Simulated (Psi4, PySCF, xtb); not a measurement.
Interaction energy of CH2O2 ··· CS2 (SMILES O=CO and S=C=S), singlet. Monomers: optimised at B3LYP-D3(BJ) (def2-TZVP), held rigid. Orientation: a random orientation, not optimised. The monomers approach along the line of their centres of mass (distance R); nothing else relaxes.

Geometry at R = 3.73 Å (first 5 atoms: monomer A):
```
8

O      0.8130    -0.5369     0.0023
C     -0.4226    -0.0085    -0.0006
O     -0.6722     1.1619    -0.0037
H      1.4490     0.1980     0.0012
H     -1.1672    -0.8145     0.0007
S      1.1953     1.3799     3.4145
C      2.0935     0.1681     3.0460
S      2.9918    -1.0437     2.6778
```

Methods: GFN1-xTB (xtb); RKS-B3LYP/6-31G* = restricted B3LYP/6-31G*, spherical d, no counterpoise correction in PySCF 2.14.0; RKS-BP86/6-31G* = restricted BP86/6-31G*, spherical d, no counterpoise correction run with PySCF; SAPT0/jun-cc-pVDZ, frozen core (Psi4).

Interaction energies in kcal/mol; the last columns give the difference from SAPT0:

```
R / Å  GFN1-xTB  RKS-B3LYP/6-31G*  RKS-BP86/6-31G*  SAPT0/jun-cc-pVDZ  GFN1-xTB − SAPT0/jun-cc-pVDZ  RKS-B3LYP/6-31G* − SAPT0/jun-cc-pVDZ  RKS-BP86/6-31G* − SAPT0/jun-cc-pVDZ
-----  --------  ----------------  ---------------  -----------------  ----------------------------  ------------------------------------  -----------------------------------
3.15       0.95              4.87             5.06               4.69                         -3.74                                  0.18                                 0.37
3.30      -0.08              2.43             2.85               2.31                         -2.39                                  0.12                                 0.54
3.51      -0.63              0.65             1.21               0.56                         -1.19                                  0.09                                 0.65
3.73      -0.73             -0.10             0.49              -0.21                         -0.53                                  0.10                                 0.69
3.90      -0.70             -0.29             0.26              -0.44                         -0.26                                  0.15                                 0.70
4.16      -0.59             -0.29             0.16              -0.52                         -0.07                                  0.23                                 0.67
4.43      -0.47             -0.18             0.13              -0.47                         -0.01                                  0.29                                 0.60
4.72      -0.37             -0.07             0.10              -0.38                          0.01                                  0.30                                 0.48
5.19      -0.23             -0.01             0.04              -0.25                          0.02                                  0.24                                 0.29
5.92      -0.10              0.00            -0.01              -0.13                          0.02                                  0.12                                 0.12
6.97      -0.03             -0.01            -0.01              -0.06                          0.03                                  0.05                                 0.05
8.20      -0.01              0.00            -0.01              -0.03                          0.02                                  0.02                                 0.02
```

GFN1-xTB is furthest from SAPT0/jun-cc-pVDZ at 3.15 (-3.74 kcal/mol, below); its mean absolute difference over the points is 0.69 kcal/mol.

RKS-B3LYP/6-31G* is furthest from SAPT0/jun-cc-pVDZ at 4.72 (0.30 kcal/mol, above); its mean absolute difference over the points is 0.16 kcal/mol.

RKS-BP86/6-31G* is furthest from SAPT0/jun-cc-pVDZ at 3.90 (0.70 kcal/mol, above); its mean absolute difference over the points is 0.43 kcal/mol.
